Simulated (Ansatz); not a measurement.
All numbers were calculated with Ansatz.

A structure relaxed at PBE0-D4/def2-TZVP, charge 0, multiplicity 1:

Cartesian coordinates in Å:
```
C 0.609 -0.437 1.658
Ti -0.473 -0.018 -0.055
C 0.937 0.497 -1.477
O -1.266 -1.519 -0.585
O -1.478 1.414 0.266
H 1.177 0.449 1.957
H -0.057 -0.723 2.478
H 1.300 -1.263 1.461
H 1.500 1.371 -1.135
H 0.458 0.738 -2.431
H 1.625 -0.341 -1.631
H -2.024 -2.046 -0.824
H -2.309 1.879 0.318
```

(1) Give its formula and SMILES.

(2) Point group (tolerance 0.08 Å, 0.16 Å for H)?

(3) Summarise the bond lengths by kind.

## Answers

(1) C2H8O2Ti, `[CH3][Ti]([CH3])([OH])[OH]`.

(2) C2v.

(3) 2 × C–Ti 2.068 Å; 6 × C–H 1.094 to 1.095 Å; 2 × O–Ti 1.779 Å; 2 × H–O 0.954 Å.
